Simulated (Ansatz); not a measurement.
A short molecular-dynamics run on `O[Si](O)(O)CCC(F)(F)C(F)(F)C(F)(F)C(F)(F)C(F)(F)C(F)(F)F`.

```yaml
crystal:
  periodic: [false, false, false]
  atoms:
    - {symbol: O, position_ang: [-2.777306, 1.365777, 0.967468]}
    - {symbol: Si, position_ang: [-3.481473, 1.035738, -0.516396]}
    - {symbol: O, position_ang: [-5.141454, 0.908116, -0.420043]}
    - {symbol: O, position_ang: [-3.135342, 2.317744, -1.538590]}
    - {symbol: C, position_ang: [-2.957913, -0.626779, -1.243484]}
    - {symbol: C, position_ang: [-1.616657, -0.686936, -1.986999]}
    - {symbol: C, position_ang: [-0.356496, -0.252835, -1.250998]}
    - {symbol: F, position_ang: [0.696907, -0.324329, -2.121193]}
    - {symbol: F, position_ang: [-0.452090, 1.056066, -0.834772]}
    - {symbol: C, position_ang: [0.030133, -1.106301, -0.006895]}
    - {symbol: F, position_ang: [0.255544, -2.375899, -0.409932]}
    - {symbol: F, position_ang: [-1.035912, -1.124034, 0.862775]}
    - {symbol: C, position_ang: [1.236975, -0.630329, 0.883091]}
    - {symbol: F, position_ang: [0.878374, 0.526850, 1.491983]}
    - {symbol: F, position_ang: [1.393977, -1.592467, 1.828607]}
    - {symbol: C, position_ang: [2.606702, -0.408343, 0.170625]}
    - {symbol: F, position_ang: [2.557981, 0.758555, -0.511129]}
    - {symbol: F, position_ang: [2.818248, -1.430110, -0.695560]}
    - {symbol: C, position_ang: [3.873350, -0.368766, 1.101426]}
    - {symbol: F, position_ang: [4.074841, -1.598075, 1.625909]}
    - {symbol: F, position_ang: [4.915887, -0.061140, 0.290170]}
    - {symbol: C, position_ang: [3.875597, 0.666090, 2.268783]}
    - {symbol: F, position_ang: [5.107248, 0.716307, 2.797353]}
    - {symbol: F, position_ang: [3.011085, 0.298792, 3.228257]}
    - {symbol: F, position_ang: [3.544057, 1.886307, 1.819451]}
    - {symbol: H, position_ang: [-2.239115, 0.642010, 1.331738]}
    - {symbol: H, position_ang: [-5.589518, 1.707585, -0.094717]}
    - {symbol: H, position_ang: [-2.260086, 2.706839, -1.361077]}
    - {symbol: H, position_ang: [-3.757917, -0.872187, -1.973408]}
    - {symbol: H, position_ang: [-3.022967, -1.410474, -0.462070]}
    - {symbol: H, position_ang: [-1.409763, -1.707887, -2.369146]}
    - {symbol: H, position_ang: [-1.642908, -0.015905, -2.871246]}
basis:
  gaussian: {orbitals: "6-31G*"}
hamiltonian: {xc: {name: revPBE}, dispersion: d4}
md: {timestep: 2 fs, n_steps: 25, ensemble: nve, temperature: 1500, initial_velocities: maxwell_boltzmann, seed: 411}
scf: {omitted_lower_state_checks: [starts]}
```

```sh
$ ansatz run in.yaml --threads 2 --pin off --events-out ev --progress --plain --max-ram 32768MiB --backend cuda --devices 0, --max-vram 18GiB
```

```csv
step,time (fs),potential energy (eV),kinetic (eV),T (K),conserved (eV)
0,0.0,-57734.5611,5.8167,1500,-57728.7444
1,2.0,-57733.6608,5.1005,1315,-57728.5603
2,4.0,-57732.4958,3.9328,1014,-57728.5631
3,6.0,-57731.4675,2.9454,760,-57728.5221
4,8.0,-57730.9495,2.3652,610,-57728.5842
5,10.0,-57730.9372,2.4404,629,-57728.4968
6,12.0,-57731.6984,3.1099,802,-57728.5885
7,14.0,-57731.6796,3.1534,813,-57728.5262
8,16.0,-57731.7595,3.2066,827,-57728.5529
9,18.0,-57731.6345,3.0613,789,-57728.5733
10,20.0,-57730.9145,2.5150,649,-57728.3995
11,22.0,-57731.2237,2.6424,681,-57728.5813
12,24.0,-57731.2571,2.7242,703,-57728.5329
13,26.0,-57731.5253,3.0036,775,-57728.5216
14,28.0,-57732.0307,3.4402,887,-57728.5905
15,30.0,-57731.7963,3.1929,823,-57728.6034
16,32.0,-57731.4243,2.8198,727,-57728.6045
17,34.0,-57731.0246,2.4900,642,-57728.5346
18,36.0,-57730.6096,2.0764,535,-57728.5331
19,38.0,-57730.6112,2.0999,542,-57728.5113
20,40.0,-57731.1377,2.5438,656,-57728.5939
21,42.0,-57731.0652,2.5928,669,-57728.4724
22,44.0,-57731.6019,2.9562,762,-57728.6457
23,46.0,-57731.6826,3.0872,796,-57728.5954
24,48.0,-57731.6273,3.0500,787,-57728.5773
25,50.0,-57731.6944,3.0886,796,-57728.6058
```

Velocities are drawn at the set temperature; a run this short doesn't reach equilibrium. The conserved energy moves by 0.34 eV, a sign that the time step is too long.

The 6-31G sets use Cartesian d functions.

Frames (Å, forces in eV/Å):

```xyz
32
time=0.0 fs
O    -2.777    1.366    0.967   -0.048    0.126    0.029
Si   -3.481    1.036   -0.516    0.119    0.058    0.026
O    -5.141    0.908   -0.420    0.002   -0.197   -0.076
O    -3.135    2.318   -1.539   -0.111    0.011   -0.059
C    -2.958   -0.627   -1.243   -0.307   -0.224    0.114
C    -1.617   -0.687   -1.987    0.093   -0.081   -0.430
C    -0.356   -0.253   -1.251   -0.202   -0.239    0.259
F     0.697   -0.324   -2.121    0.372   -0.071   -0.321
F    -0.452    1.056   -0.835   -0.025    0.400    0.166
C     0.030   -1.106   -0.007    0.195    0.446   -0.103
F     0.256   -2.376   -0.410    0.122   -0.507   -0.191
F    -1.036   -1.124    0.863   -0.383   -0.009    0.319
C     1.237   -0.630    0.883    0.093   -0.063   -0.446
F     0.878    0.527    1.492   -0.136    0.494    0.197
F     1.394   -1.592    1.829    0.091   -0.409    0.371
C     2.607   -0.408    0.171   -0.066   -0.052    0.491
F     2.558    0.759   -0.511   -0.047    0.506   -0.247
F     2.818   -1.430   -0.696    0.061   -0.444   -0.342
C     3.873   -0.369    1.101   -0.370    0.288    0.071
F     4.075   -1.598    1.626    0.052   -0.515    0.240
F     4.916   -0.061    0.290    0.424    0.158   -0.340
C     3.876    0.666    2.269   -0.059   -0.275   -0.337
F     5.107    0.716    2.797    0.562    0.009    0.232
F     3.011    0.299    3.228   -0.391   -0.187    0.386
F     3.544    1.886    1.819   -0.161    0.511   -0.226
H    -2.239    0.642    1.332    0.039   -0.074   -0.011
H    -5.590    1.708   -0.095   -0.042    0.157    0.068
H    -2.260    2.707   -1.361    0.078    0.022    0.040
H    -3.758   -0.872   -1.973    0.145    0.017    0.081
H    -3.023   -1.410   -0.462    0.029    0.120   -0.155
H    -1.410   -1.708   -2.369   -0.076    0.148    0.062
H    -1.643   -0.016   -2.871   -0.055   -0.121    0.135
32
time=8.0 fs
O    -2.782    1.434    0.942   -0.061    0.089   -0.743
Si   -3.420    1.028   -0.571   -4.815    1.007    2.260
O    -5.323    0.914   -0.344    3.413    0.732   -0.575
O    -3.210    2.342   -1.577    0.123   -0.372    0.051
C    -3.039   -0.588   -1.275    3.558   -2.544   -0.285
C    -1.566   -0.599   -1.899   -2.641    0.262   -2.627
C    -0.355   -0.344   -1.250    1.498    5.415    2.343
F     0.687   -0.224   -2.080    1.455   -1.431   -1.545
F    -0.474    1.054   -0.893    0.097    0.343    1.555
C     0.061   -1.114   -0.051    0.496   -1.836    3.977
F     0.287   -2.429   -0.387   -0.291    0.239   -0.331
F    -1.050   -1.120    0.880    1.072    0.092   -0.998
C     1.364   -0.733    0.954   -3.184    2.567   -2.989
F     0.983    0.490    1.525    0.314   -0.595   -0.179
F     1.428   -1.630    1.923    0.550   -0.741    0.012
C     2.655   -0.409    0.073   -0.822   -1.738    2.323
F     2.535    0.843   -0.453    0.122   -1.259   -0.521
F     2.852   -1.515   -0.799   -0.126    2.168    0.731
C     3.768   -0.390    1.117    5.368   -0.882   -1.870
F     4.067   -1.660    1.646   -0.994    1.609   -0.499
F     4.965   -0.096    0.245   -1.817   -0.159    1.501
C     3.847    0.676    2.261    0.178   -0.242   -0.863
F     5.069    0.784    2.783    0.995   -0.468   -0.034
F     3.012    0.334    3.199   -1.546   -1.327    2.278
F     3.471    1.872    1.863   -0.239    1.728   -1.332
H    -2.299    0.808    1.507    0.009   -0.278   -0.254
H    -5.549    1.878   -0.291   -0.106   -0.447    0.051
H    -2.275    2.566   -1.438    0.513    0.603   -0.247
H    -3.640   -0.966   -2.126   -0.345    0.200    0.646
H    -2.828   -1.386   -0.485   -1.363    0.701   -0.617
H    -1.238   -1.522   -2.218   -0.670   -3.604   -1.532
H    -1.415   -0.007   -2.831   -0.740    0.171    0.313
32
time=16.0 fs
O    -2.786    1.502    0.894    0.108   -0.011   -0.535
Si   -3.455    1.039   -0.584   -3.946    0.529    1.158
O    -5.380    0.939   -0.289    3.487    1.118   -1.006
O    -3.262    2.360   -1.613   -0.954   -0.755    0.124
C    -2.973   -0.619   -1.332   -1.529   -0.087    2.102
C    -1.597   -0.613   -1.942    0.479   -4.234   -1.670
C    -0.302   -0.230   -1.162   -0.649   -1.542   -1.726
F     0.719   -0.165   -2.081    0.640   -1.122   -0.218
F    -0.494    1.066   -0.904   -0.077    1.851    2.194
C     0.111   -1.188    0.069   -0.820    1.113   -0.590
F     0.310   -2.474   -0.373   -0.264    0.845    0.228
F    -1.034   -1.114    0.870    0.798   -0.461    0.108
C     1.351   -0.735    0.905   -0.594   -0.871    1.703
F     1.093    0.438    1.551   -0.616    0.019   -0.611
F     1.478   -1.684    2.010    0.138    0.994   -2.345
C     2.667   -0.484    0.078   -0.179    0.118    0.342
F     2.517    0.887   -0.411    0.513   -3.006   -0.090
F     2.881   -1.536   -0.880   -0.449    2.522    1.419
C     3.894   -0.444    1.049   -0.025    0.527   -0.012
F     4.034   -1.677    1.652    0.320    0.837   -0.494
F     4.963   -0.136    0.244    0.052   -0.273    0.544
C     3.823    0.676    2.223   -0.239    0.452    1.062
F     5.058    0.837    2.768    0.073   -0.495   -0.415
F     2.972    0.332    3.230    0.408   -0.944   -0.133
F     3.393    1.905    1.867    0.283   -0.014   -1.096
H    -2.390    0.860    1.507   -0.061   -0.249   -0.142
H    -5.585    1.907   -0.463   -0.069   -0.885    0.250
H    -2.348    2.635   -1.659    0.997    0.452   -0.010
H    -3.748   -0.954   -2.060    0.380    0.592   -0.113
H    -3.204   -1.355   -0.478    0.967    0.535   -0.857
H    -1.579   -1.802   -2.374    0.932    3.066    0.662
H    -1.557    0.114   -2.791   -0.106   -0.620    0.166
32
time=24.0 fs
O    -2.786    1.567    0.829   -0.025   -0.580    0.110
Si   -3.572    1.063   -0.571   -0.278    1.161   -0.237
O    -5.301    0.979   -0.267    1.225    0.947   -1.083
O    -3.311    2.362   -1.646   -2.318   -1.380    0.381
C    -2.955   -0.633   -1.319   -1.345    1.343    0.322
C    -1.620   -0.718   -2.022    1.556   -1.435   -0.093
C    -0.270   -0.165   -1.148   -0.701   -2.571   -2.631
F     0.772   -0.142   -2.091   -0.459   -0.359    0.819
F    -0.517    1.129   -0.849    0.183   -0.061    0.997
C     0.125   -1.222    0.165   -0.611    1.655   -4.043
F     0.325   -2.493   -0.352   -0.252    1.037    0.560
F    -0.998   -1.123    0.866   -1.124   -0.649    1.589
C     1.315   -0.768    0.924    2.976   -1.646    2.223
F     1.184    0.389    1.562   -1.657    1.149    0.024
F     1.531   -1.712    2.029   -0.433    0.591   -1.911
C     2.669   -0.556    0.105    0.313    1.474   -0.587
F     2.515    0.839   -0.372    0.451   -2.668   -0.183
F     2.896   -1.479   -0.918   -0.523    1.336    1.062
C     3.999   -0.479    0.996   -6.420    1.143    2.871
F     4.010   -1.669    1.643    1.518   -0.547    0.089
F     4.976   -0.181    0.250    3.341    0.346   -1.676
C     3.791    0.696    2.226    0.090    0.335    0.485
F     5.051    0.875    2.740   -0.550   -0.162   -0.165
F     2.943    0.299    3.262    1.410   -0.102   -1.174
F     3.323    1.939    1.837    0.678   -1.317   -0.124
H    -2.531    0.808    1.394    0.011    0.187    0.035
H    -5.747    1.837   -0.566    0.765   -1.160    0.427
H    -2.473    2.750   -1.840    1.519    0.316    0.092
H    -3.746   -0.688   -2.088   -0.033   -0.435   -0.194
H    -3.204   -1.371   -0.583    0.048   -1.050    0.602
H    -1.460   -1.787   -2.683   -0.027    2.623    2.153
H    -1.744    0.053   -2.771    0.673    0.479   -0.739
32
time=32.0 fs
O    -2.788    1.613    0.766   -0.333   -0.891    0.547
Si   -3.684    1.110   -0.563    7.831    0.669   -1.414
O    -5.173    1.016   -0.268   -6.834    0.198    0.304
O    -3.393    2.340   -1.680   -2.078   -0.925   -0.101
C    -3.011   -0.616   -1.270    1.366    0.729   -2.209
C    -1.576   -0.765   -2.069   -0.159    5.937    3.750
C    -0.277   -0.217   -1.249   -0.870    0.965    1.288
F     0.813   -0.132   -2.079   -0.673   -0.250    0.222
F    -0.533    1.188   -0.763    0.642   -2.972   -0.819
C     0.112   -1.173    0.089    0.323    0.364   -0.176
F     0.330   -2.480   -0.317   -0.368    0.467   -0.359
F    -0.988   -1.150    0.903   -0.137   -0.024    0.042
C     1.395   -0.866    1.028   -0.681    2.400   -3.665
F     1.224    0.371    1.572   -1.362    0.393    0.589
F     1.573   -1.725    1.992   -0.194   -1.743    0.954
C     2.681   -0.559    0.115   -0.317    0.539    1.133
F     2.525    0.710   -0.341   -0.246    0.484   -0.976
F     2.896   -1.381   -0.923    0.009   -0.655   -0.034
C     3.860   -0.456    1.053    2.800    0.538   -0.249
F     4.030   -1.672    1.636    0.444    0.238    0.335
F     5.063   -0.219    0.224   -2.222   -0.019    1.715
C     3.762    0.729    2.251    0.099   -0.599   -0.991
F     5.028    0.908    2.708   -0.543   -0.024    0.033
F     2.955    0.263    3.260    1.027    0.382   -0.373
F     3.274    1.935    1.802    0.626   -1.128    0.433
H    -2.645    0.813    1.328    0.237    0.519   -0.013
H    -5.831    1.685   -0.620    0.920   -0.859    0.500
H    -2.521    2.687   -1.789    1.437    0.266    0.157
H    -3.691   -0.652   -2.143   -0.349   -0.598    0.129
H    -3.081   -1.524   -0.715   -0.698   -0.758    0.965
H    -1.201   -1.595   -2.500    0.435   -4.041   -1.272
H    -1.590   -0.024   -2.867   -0.131    0.396   -0.447
32
time=40.0 fs
O    -2.801    1.640    0.717    0.610   -0.136    1.633
Si   -3.659    1.165   -0.580    0.784   -2.766   -0.564
O    -5.221    1.027   -0.247   -3.105    0.040    0.026
O    -3.496    2.307   -1.726   -0.440    0.487   -0.837
C    -3.021   -0.605   -1.291    0.552   -0.724   -0.664
C    -1.502   -0.675   -2.026   -2.095   -1.001   -0.724
C    -0.315   -0.233   -1.295    1.660    2.387    3.357
F     0.830   -0.129   -2.058   -1.069   -0.180   -0.163
F    -0.529    1.159   -0.700    0.485   -2.449   -1.209
C     0.108   -1.111   -0.004   -0.271   -1.773    2.878
F     0.325   -2.451   -0.292   -0.295    0.399   -1.147
F    -0.983   -1.178    0.944    1.045    0.818   -1.344
C     1.452   -0.865    0.988   -2.799    1.714   -0.797
F     1.220    0.366    1.599   -0.881   -0.521    0.163
F     1.606   -1.782    1.971   -0.661   -0.158   -0.889
C     2.686   -0.550    0.173    0.647   -1.646    0.101
F     2.526    0.607   -0.344   -0.962    5.216   -1.681
F     2.896   -1.303   -0.925    0.468   -2.309    0.181
C     3.830   -0.412    1.110    4.682   -1.728   -0.996
F     4.065   -1.668    1.640   -0.107    0.980    0.591
F     5.093   -0.256    0.244   -2.803    0.654    1.830
C     3.741    0.733    2.233    0.739   -1.043   -0.647
F     4.990    0.939    2.676    0.422    0.171    0.245
F     3.000    0.237    3.246    0.089    0.239    0.346
F     3.244    1.896    1.779    0.044   -0.084    0.093
H    -2.599    0.928    1.374    0.037    0.472   -0.511
H    -5.927    1.590   -0.678    1.144   -0.631    0.475
H    -2.569    2.486   -1.588    1.654    1.108   -0.559
H    -3.745   -0.896   -2.106    0.512    0.672    0.019
H    -3.184   -1.559   -0.665    0.706    1.448   -0.023
H    -1.277   -1.771   -2.233   -0.384    0.854   -0.129
H    -1.456   -0.118   -3.020   -0.408   -0.512    0.946
32
time=50.0 fs
O    -2.794    1.687    0.718   -0.797    1.710   -1.397
Si   -3.602    1.157   -0.622   -3.131   -1.236   -0.229
O    -5.385    1.008   -0.196    3.253   -0.523   -0.052
O    -3.570    2.311   -1.816    0.581    0.598   -0.095
C    -2.972   -0.554   -1.358    0.082    1.554    2.095
C    -1.538   -0.618   -1.956   -0.255   -2.845   -0.883
C    -0.278   -0.136   -1.160   -0.609   -3.965   -1.559
F     0.806   -0.133   -2.036   -0.611    0.080    0.252
F    -0.503    1.034   -0.665    0.144    3.340    1.293
C     0.096   -1.133    0.058    0.701    0.536    0.258
F     0.307   -2.402   -0.312    0.095   -0.889   -1.225
F    -0.941   -1.178    0.945   -0.732    0.599    0.351
C     1.357   -0.767    0.898    1.724   -2.064    2.563
F     1.173    0.342    1.638   -1.112    0.200   -0.106
F     1.616   -1.860    1.907   -1.220    1.529   -1.931
C     2.729   -0.585    0.214   -1.072    2.409   -2.535
F     2.497    0.668   -0.402    0.630    0.948    0.694
F     2.916   -1.306   -0.916    0.494   -1.954    0.614
C     4.034   -0.454    1.100   -6.147    0.019    0.688
F     4.115   -1.639    1.680    0.993   -1.799    1.686
F     5.027   -0.271    0.340    3.640    1.361   -2.281
C     3.766    0.678    2.178    0.571    0.278    0.765
F     4.968    0.989    2.649    1.790    0.465    0.533
F     3.060    0.212    3.238   -0.214   -0.287   -0.262
F     3.209    1.839    1.752    0.001   -0.416   -0.330
H    -2.421    1.109    1.342    0.967   -1.661    1.504
H    -5.894    1.557   -0.799   -0.334    0.538   -0.582
H    -2.678    2.728   -1.849   -0.325    0.067   -0.120
H    -3.665   -0.903   -2.164    0.135   -0.084    0.887
H    -2.963   -1.145   -0.372   -0.405   -0.113   -1.568
H    -1.501   -1.782   -2.002    0.891    1.489   -0.383
H    -1.524   -0.296   -3.054    0.272    0.115    1.357
```

Run time 1.7 min (2 threads of AMD EPYC 7R13 on a shared host and a share (18 GiB) of an NVIDIA H100 80GB HBM3).
